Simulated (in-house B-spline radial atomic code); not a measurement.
**Correlation energy from the adiabatic connection: −Z/r, Z = 0.908, wall at 0.637 bohr**

Two electrons in a singlet, external potential −Z/r, Z = 0.908, wall at 0.637 bohr (atomic units). Full CI in B-splines (partial waves to l = 8, correlation up to 0.6 % small) with the density held fixed gives W(λ) = <V_ee>_λ − U, and E_c is the integral of W(λ) − W(0) from 0 to 1.

| λ | W(λ) − W(0) (hartree) |
| --- | --- |
| 0 | 0.00000 |
| 0.02 | -0.00213 |
| 0.05 | -0.00531 |
| 0.12 | -0.01266 |
| 0.25 | -0.02608 |
| 0.4 | -0.04119 |
| 0.6 | -0.06073 |
| 0.8 | -0.07962 |
| 1 | -0.09787 |

Question: Integrate the table by the trapezoid rule.

Answer: The strips give -0.00002, -0.00011, -0.00063, -0.00252, -0.00505, -0.01019, -0.01404, -0.01775, which sum to -0.05030 hartree. The direct value, W(1) − W(0) + T_c with T_c = 0.04753, is -0.05034; the curve is convex, so chords lie above it and the trapezoids fall short in size by 0.08 %.

Question: Now use only three numbers: W(0) = -2.8724, the initial slope W'(0) = -0.1065 (extrapolated from the first points) and the strong-coupling limit of the point-charge-plus-continuum model, W∞ = -2.9875. What do second-order theory and the interpolation W(λ) = W∞ + (W(0) − W∞)/√(1 + 2χλ) of Seidl, Perdew and Levy give?

Answer: Second order keeps the slope alone: E_c = W'(0)/2 = -0.05325, +6 % in size against -0.05034. Matching the slope fixes χ = W'(0)/(W∞ − W(0)) = -0.1065/(-0.11510) = 0.92528. Integrating, with s = √(1 + 2χ) = 1.688362, E_c = −(W(0) − W∞)(s − 1)/(s + 1) = −0.11510 × 0.688362/2.688362 = -0.02947 hartree, -41.5 % in size against the full result. At λ = 1 the formula gives W − W(0) = -0.04693 against -0.09787. Part of the miss can come from the model's W∞, which here lies above the computed W at λ = 10, -3.41444.
